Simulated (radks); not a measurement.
Results of a calculation; reference values are marked as such.
Q: All-electron atom: Mn4+ in [Ne] 3p6 3d3 4s2 (not the ground configuration). Code: a radial shooting solver on a logarithmic mesh with Libxc functionals. Model: scalar-relativistic Kohn-Sham, B86b exchange with PBE correlation, spin-unpolarised, spherical densities, finite nucleus; Fermi nuclear charge, rms radius 3.7057 fm. Some entries of the table are withheld. Estimate them.

orbital,occ.,eigenvalue (Ry),<r> (bohr)
1s,2,(1),(2)
2s,2,-61.11176,(3)
2p,6,-52.76707,0.2467
3p,6,-9.54108,0.8374
3d,3,(4),(5)
4s,2,(6),2.005

A: 
(1) 1s eigenvalue (Ry): -479.2739
(2) 1s <r> (bohr): 0.06089
(3) 2s <r> (bohr): 0.2791
(4) 3d eigenvalue (Ry): -5.80761
(5) 3d <r> (bohr): 0.8783
(6) 4s eigenvalue (Ry): -3.58319
